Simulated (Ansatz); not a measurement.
The cluster Ge2Te3⁻. Charge -1, multiplicity 2. Geometry PBE-D4/def2-SVPD, basis def2-TZVPD, Ansatz.

```csv
atom,x (Å),y (Å),z (Å)
Ge1,1.441,0.533,-0.187
Ge2,-1.408,-0.630,-0.132
Te3,0.240,-0.699,-2.306
Te4,-0.767,1.917,0.786
Te5,0.494,-1.121,1.839
```

```tsv
run	HOMO (eV)	LUMO (eV)
A	-0.83	-0.25
B	-1.42	0.26
C	-0.63	-0.27
D	-0.70	-0.35
```

In the def2 sets Te takes a core potential; there is no spin–orbit coupling. Another isomer (doublet) lies 0.26 eV lower at PBE0-D4/def2-TZVPD; other spin states weren't run for this one.

HOMO and LUMO are taken over both spins.

**Question.** The runs used PBE, PBE0, r2SCAN, revPBE. Estimate which is which.

**Answer.** A r2SCAN (0 % exact exchange); B PBE0 (25 % exact exchange); C revPBE (0 % exact exchange); D PBE (0 % exact exchange). Exact exchange lowers occupied and raises empty levels; among semilocal functionals meta-GGAs tend to open the gap a little, and such runs are hard to tell apart. The gap grows from 0.34 eV (PBE) to 1.68 eV (PBE0).
